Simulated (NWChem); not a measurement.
System meant: SnNH₂F₃; SMILES [NH2][Sn]([F])([F])[F]

The following NWChem deck was run.

```
start job
memory heap 200 mb stack 900 mb global 1100 mb
geometry units angstroms noautoz
  N     -0.425709    -1.954008    -0.426407
  Sn    -0.004880    -0.001317    -0.014146
  F      0.127426     1.094694    -1.604496
  F      1.714343     0.165680     0.874004
  F     -1.369387     0.872523     1.061076
  H     -1.373074    -2.157042    -0.070291
  H      0.225591    -2.532782     0.127455
end
basis spherical
  * library def2-svp
end
dft
  xc xpbe96 cpbe96
  iterations 150
  mulliken
end
task dft energy
```

End of the output:

```
             Grid Information
             ----------------
          Grid used for XC integration:  medium
          Radial quadrature: Mura-Knowles
          Angular quadrature: Lebedev.
          Tag              B.-S. Rad. Rad. Pts. Rad. Cut. Ang. Pts.
          ---              ---------- --------- --------- ---------
          N                   0.65       49           8.0       434
          Sn                  1.45      123           9.0       590
          F                   0.50       49          11.0       434
          H                   0.35       45          10.0       434
          Grid pruning is: on
          Number of quadrature shells:   409
          Spatial weights used:  Erf1

          Convergence Information
          -----------------------
          Convergence aids based upon iterative change in
          total energy or number of iterations.
          Levelshifting, if invoked, occurs when the
          HOMO/LUMO gap drops below (HL_TOL):  1.00D-02
          DIIS, if invoked, will attempt to extrapolate
          using up to (NFOCK): 10 stored Fock matrices.

                    Damping( 0%)  Levelshifting(0.5)       DIIS
                  --------------- ------------------- ---------------
          dE  on:    start            ASAP                start
          dE off:    2 iters        150 iters           150 iters

      Screening Tolerance Information
      -------------------------------
          Density screening/tol_rho:  1.00D-10
          AO Gaussian exp screening on grid/accAOfunc:  14
          CD Gaussian exp screening on grid/accCDfunc:  20
          XC Gaussian exp screening on grid/accXCfunc:  20
          Schwarz screening/accCoul:  1.00D-08

      Superposition of Atomic Density Guess
      -------------------------------------

      charge =      50.0 Sn (Tin)

      symmetry species            s     p     d     f
      number of basis functions =10     7     6
      number of cont. functions = 4     4     2
      number of closed shells   = 5     3     2
      number of open shells     = 0     1     0
      open shell occupation     = 0     2     0
 ------------------------------------------------------------------------
 atomscf:atomd: error in atom scf                   0
 ------------------------------------------------------------------------
 ------------------------------------------------------------------------
  current input line :
    20: task dft energy
 ------------------------------------------------------------------------
 ------------------------------------------------------------------------
 This error has not yet been assigned to a category
 ------------------------------------------------------------------------
 For more information see the NWChem manual at https://nwchemgit.github.io

0:atomscf:atomd: error in atom scf:Received an Error in Communication
```

**Question.** What is wrong, and how is it mended?

**Answer.** The program stopped with an error. Cause: the def2 basis of a heavy element holds valence functions alone and wants its effective core potential (without it all electrons must fit into that basis). This input runs:
```
start job
memory heap 200 mb stack 900 mb global 1100 mb
geometry units angstroms noautoz
  N     -0.425709    -1.954008    -0.426407
  Sn    -0.004880    -0.001317    -0.014146
  F      0.127426     1.094694    -1.604496
  F      1.714343     0.165680     0.874004
  F     -1.369387     0.872523     1.061076
  H     -1.373074    -2.157042    -0.070291
  H      0.225591    -2.532782     0.127455
end
basis spherical
  N library def2-svp
  Sn library def2-svp
  F library def2-svp
  H library def2-svp
end
ecp
  Sn library def2-ecp
end
dft
  xc xpbe96 cpbe96
  iterations 150
  mulliken
end
task dft energy
```
It converges to -569.22828 Ha (PBE/def2-SVP with def2 effective core potentials on Sn).
